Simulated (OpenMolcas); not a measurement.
Co5+: effect of the basis set

| Property | Result |
| --- | --- |
| Program | OpenMolcas |
| Method | SS-CASPT2, IPEA 0.25 Eh, imaginary shift 0.1 Eh (closed shells correlated: 3s 3p) |
| Active space | 4 electrons in 5 orbitals (3d) |
| State averaging | 2S+1 = 5 even, 5 roots; 2S+1 = 3 even, 45 roots; 2S+1 = 1 even, 50 roots |
| Spin-orbit coupling | state interaction with AMFI integrals over the reference wave functions, term energies averaged over their components |

A. ANO-RCC-VDZP [5s4p2d1f], DKH2, point nucleus; CASPT2 step about 15 core-seconds
B. ANO-L-VTZP [6s5p3d2f1g], non-relativistic, point nucleus; CASPT2 step roughly 14 core-seconds
C. ANO-RCC-VTZP [6s5p3d2f1g], DKH2, point nucleus; CASPT2 step roughly 13 core-seconds
D. ANO-R2 [7s5p4d2f1g], X2C, finite nucleus; CASPT2 step of the order of 80 core-seconds
E. ANO-RCC-VQZP [7s6p4d3f2g1h], DKH2, point nucleus; CASPT2 step roughly 70 core-seconds
F. ANO-R3 [8s5p5d3f2g1h], X2C, finite nucleus; CASPT2 step roughly 30 core-seconds

Energies in cm⁻¹ above 3d⁴ ⁵D₀, the measured ground level; measured values from Sugar and Corliss, J. Phys. Chem. Ref. Data 10, 1097 (1981).

```csv
Level,A,B,C,D,E,F,Measured
3d⁴ ⁵D₀,0.0,0.0,0.0,0.0,0.0,0.0,0.0
3d⁴ ⁵D₁,216,225,221,207,211,209,204
3d⁴ ⁵D₂,630,655,644,604,614,610,589
3d⁴ ⁵D₃,1215,1261,1241,1165,1183,1176,1125
3d⁴ ⁵D₄,1943,2010,1984,1864,1893,1880,1782
3d⁴ ³P₀(1),28310,27870,28460,27710,27490,27210,27166
3d⁴ ³P₁(1),29610,29210,29780,28940,28740,28460,28462
3d⁴ ³H₄,30070,29260,29600,29060,28690,28470,28377
3d⁴ ³H₅,30560,29760,30100,29520,29160,28940,28806
3d⁴ ³H₆,31090,30300,30630,30020,29660,29450,29234
3d⁴ ³P₂(1),31750,31400,31960,30990,30810,30530,30506
3d⁴ ³F₂(1),32090,31530,32000,31230,30960,30720,30555
3d⁴ ³F₃(1),32200,31630,32100,31340,31060,30820,30635
3d⁴ ³F₄(1),32430,31870,32330,31550,31280,31040,30817
3d⁴ ³G₃,35970,35210,35630,34900,34590,34320,34026
3d⁴ ³G₄,36490,35750,36170,35410,35100,34830,34475
3d⁴ ³G₅,36930,36190,36600,35820,35510,35250,34855
3d⁴ ³D₃,44010,43260,43790,42780,42580,42240,41676
3d⁴ ³D₂,44180,43440,43970,42950,42750,42410,41856
3d⁴ ¹G₄(1),44260,43830,44470,43450,43020,42660,41926
3d⁴ ³D₁,44380,43650,44170,43140,42940,42610,42098
3d⁴ ¹I₆,45580,44440,44930,44120,43590,43310,42800
3d⁴ ¹S₀(1),47310,47200,48040,46700,46410,46010,45372
3d⁴ ¹D₂(1),56090,55080,55820,54540,54210,53790,52740
```

Deviations, from unrounded energies. A percentage is the sum of absolute deviations over the sum of measured energies, with the sign that they share, or ± where signs differ.

```csv
Against measurement,Levels,A,B,C,D,E,F
mean absolute deviation (cm-1),23,1600,1100,1500,780,540,300
fine structure of the ground term (%),4,+8.2,+12.3,+10.6,+3.8,+5.4,+4.7
other terms of the ground configuration (%),19,+5.5,+3.6,+5.1,+2.6,+1.8,±1.0
```

F lies closest to measurement on these levels and A furthest from it. The largest miss of F in the table is 3d⁴ ¹D₂(1), by +1000 cm-1. The ranking rests on the paired levels alone, and a cruder setting can come out closer through cancelling errors.

Among A to F the level of the table that moves most is 3d⁴ ¹D₂(1), by 2300 cm-1 (lowest in F, highest in A). Moves below CASPT2's spread within the term are not significant.

Term energies are means over components that CASPT2 splits; among the terms shown or strongly mixed into the levels shown the widest spread is 360 cm-1 (3d⁴ ¹I, F). The CASPT2 spread within a term exceeds the gap to the next term for 3d⁴ ¹G(1) and 3d⁴ ³D, so the order of their levels is uncertain (figures for A; the like holds for B, C, E, F). The basis is small and was not contracted for so high a charge (holds for A). Measured partners are found by configuration, term and J. A level has none where our copy of the source lacks it or the pairing is in doubt (some pairs that miss far off the trend of their configuration count as doubtful), and it then counts in no deviation. Only configurations of the active space appear. The table leaves out levels that lie high or whose names do not pair safely across all columns.

A number in round brackets counts repeated terms of one configuration in the order of the reference energies.
